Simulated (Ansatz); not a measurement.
C₂H₃FSi, SMILES `C#C[SiH2]F`. Total charge 0; spin multiplicity 1.

```tsv
atom	x (Å)	y (Å)	z (Å)
C1	1.292	-1.465	-0.207
C2	0.501	-0.564	-0.082
Si3	-0.715	0.768	0.137
F4	-0.315	1.999	-0.795
H5	1.995	-2.260	-0.321
H6	-2.054	0.294	-0.273
H7	-0.704	1.229	1.541
```

List the harmonic frequencies (cm⁻¹, unscaled) at PBE0-D4/def2-TZVP in Ansatz. (An estimate is asked.)

Ansatz gave: 149, 221, 362, 644, 666, 730, 736, 753, 876, 927, 962, 2168, 2267, 2269, 3464.

Is this a minimum?

Yes, all 15 modes are real.

Give the ideal-gas thermochemistry at 298.15 K and 1 bar (rigid rotor, harmonic oscillator; point group Cs, symmetry number 1).

Zero-point energy 102.8 kJ/mol; H(298) − E = 118.6 kJ/mol; entropy 299.0 J/(mol·K), of which translation 162.6, rotation 104.4, vibration 32.0; G(298) − E = 29.5 kJ/mol.
